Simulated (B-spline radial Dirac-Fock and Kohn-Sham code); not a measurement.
# How the settings move the core levels of Ce³⁺

ΔSCF core binding energies without Breit or QED terms, calculated with an atomic code on a B-spline grid. Keys: rel is the Hamiltonian (dirac, or spin-free x2c and nr, where L3 and M5 stand for the whole 2p and 3d shells), method is hf or an exchange,correlation pair (spin-unpolarised, also for the hole states), nuc the nuclear model, radius_factor scales its radius, rmax is the box in bohr, h the logarithmic mesh step, order the B-spline order, points the quadrature points per cell, c_factor scales the speed of light, and damp, ndamp, maxit and tol steer the iteration. The run stops when the commutator error falls below 10·tol·max(1, Z/10), or the numerical noise floor, and the energy has settled to about 1e-8 Ha; the virial ratio is −V/T.

Base input:

```json
{"items": [{"Z": 58, "q": 3, "cfg": [[1, 0, 2], [2, 0, 2], [2, 1, 6], [3, 0, 2], [3, 1, 6], [3, 2, 10], [4, 0, 2], [4, 1, 6], [4, 2, 10], [4, 3, 1], [5, 0, 2], [5, 1, 6]], "A": 140, "rrms": 4.8771, "do": "settings", "holes": ["K", "L3", "M5"],
  "settings": [{"rel": "dirac", "method": "hf", "nuc": "fermi", "radius_factor": 1.0, "rmax": 45.0, "h": 0.3, "order": 8, "points": 10, "c_factor": 1.0, "maxit": 60, "damp": 0.5, "ndamp": 3, "tol": 1e-08}]}]}
```

The ground state converged in 10 iterations, with total energy -8859.85205 Ha, virial ratio 1.93217 and highest orbital energy -37.53 eV. ΔSCF binding energies: K (1s) 40632.2 eV, L3 (2p3/2) 5770.7 eV, M5 (3d5/2) 920.0 eV.

Changes from the base run:

| changed setting | Δ total energy (Ha) | Δ K (eV) | Δ L3 (eV) | Δ M5 (eV) | iterations |
| --- | --- | --- | --- | --- | --- |
| rmax = 25.0; c_factor = 10.0; tol = 1e-06 | +291.66941 | -1933.20 | -0.36 | +20.46 | 9 |
| tol = 1e-06 | 0.00000 | 0.00 | 0.00 | 0.00 | 9 |
| order = 6 | +0.00046 | 0.00 | 0.00 | 0.00 | 10 |
| rel = "nr" | ? | ? | ? | ? | ? |
| nuc = "gauss" | -0.00187 | +0.02 | 0.00 | 0.00 | 10 |
| method = "lda,vwn"; radius_factor = 0.5; h = 0.12 | +2.69918 | -8.92 | -29.07 | -5.85 | 9 |
| method = "lda,vwn" | +2.99893 | -12.35 | -29.05 | -5.85 | 10 |

Question: What does the change rel = "nr" do?

Answer: The total energy moves by +294.22214 Ha and the binding energies by K -1949.29 eV, L3 -0.39 eV, M5 +20.66 eV; the run takes 10 iterations.
